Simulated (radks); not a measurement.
The numbers below are computed, except where a source is named.
All-electron atom: Pm II in [Xe] 4f5 6s1. Code: a radial shooting solver on a logarithmic mesh with Libxc functionals. Model: scalar-relativistic Kohn-Sham, PBEsol, spin-polarised, spherical densities, point nucleus; open shells are filled with parallel spins first (spin-orbit coupling, left out, can overturn this in heavy ions).

Local quantities along the radius. ELF = 1/(1 + alpha^2) is the electron localisation function; alpha = (tau - tau_W)/tau_unif compares the Pauli kinetic energy density with that of the uniform gas (summed over spins). tau is taken from the large components.

r (bohr)    ELF    alpha
0.002062  0.999  0.02674
0.0024    0.999  0.02817
0.002794  0.999  0.03004
0.003253  0.999  0.03249
0.003787  0.999  0.03570
0.004408  0.998  0.03992
0.005132  0.998  0.04554
0.005974  0.997  0.05314
0.006955  0.996  0.06360
0.008097  0.994  0.07834
0.009502  0.990   0.1010
0.01106   0.983   0.1334
0.01288   0.968   0.1829
0.01499   0.936   0.2606
0.01745   0.872   0.3836
0.02032   0.752   0.5750
0.02365   0.580   0.8505
0.02754   0.420    1.175
0.03206   0.334    1.413
0.03732   0.338    1.400
0.04344   0.427    1.158
0.05098   0.576   0.8586
0.05935   0.694   0.6648
0.0691    0.745   0.5854
0.08044   0.719   0.6246
0.09364   0.604   0.8100
0.109     0.433    1.145
0.1269    0.337    1.403
0.1477    0.390    1.251
0.172     0.558   0.8895
0.2002    0.706   0.6460
0.235     0.750   0.5780
0.2735    0.654   0.7269
0.3185    0.385    1.264
0.3707    0.214    1.917
0.4316    0.325    1.440
0.5024    0.608   0.8028
0.5849    0.734   0.6013
0.6809    0.706   0.6447
0.7927    0.561   0.8841
0.9229    0.375    1.292
1.074     0.310    1.493
1.261     0.423    1.168
1.468     0.589   0.8360
1.709     0.652   0.7302
1.989     0.580   0.8507
2.316     0.385    1.264
2.696     0.201    1.992
3.138     0.162    2.278
3.654     0.294    1.551
4.253     0.594   0.8262
4.952     0.815   0.4766
5.811     0.895   0.3429
6.765     0.899   0.3346
7.875     0.838   0.4401
9.168     0.619   0.7843
10.67     0.217    1.897

On this mesh the ELF has minima near r = 0.032, 0.13, 0.37, 1.1, 3.1 bohr, which separate the shells, and maxima near 0.069 (0.74), 0.23 (0.75), 0.58 (0.73), 1.7 (0.65), 6.8 (0.90).
